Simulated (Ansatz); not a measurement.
Frontier orbitals of C2H6BClS, SMILES `CCB(S)Cl`.

Total charge 0; spin multiplicity 1. The structure was optimised at the PBE0-D4/def2-TZVP level. It is one conformer, not always the lowest. Basis def2-TZVPP, Ansatz 0.2.0.

```csv
functional,HOMO (eV),LUMO (eV),gap (eV)
PBE,-6.83,-1.80,5.03
r2SCAN,-7.11,-1.50,5.61
B97M-V,-7.18,-1.40,5.78
PBE0,-8.03,-0.87,7.16
r2SCANh,-7.55,-1.18,6.37
HSE06 (plane-wave form),-7.63,-1.25,6.38
BHLYP,-9.08,0.23,9.31
CAM-B3LYP,-9.33,0.29,9.62
ωB97M-V,-10.20,1.17,11.37
```

Against PBE, PBE0 changes HOMO and LUMO by −1.20 and +0.93 eV, ωB97M-V by −3.37 and +2.96 eV. A gap of 5.03 eV thus becomes 11.36 eV for the same molecule, so an orbital gap means little without its functional. A positive LUMO is unbound and depends on the basis.
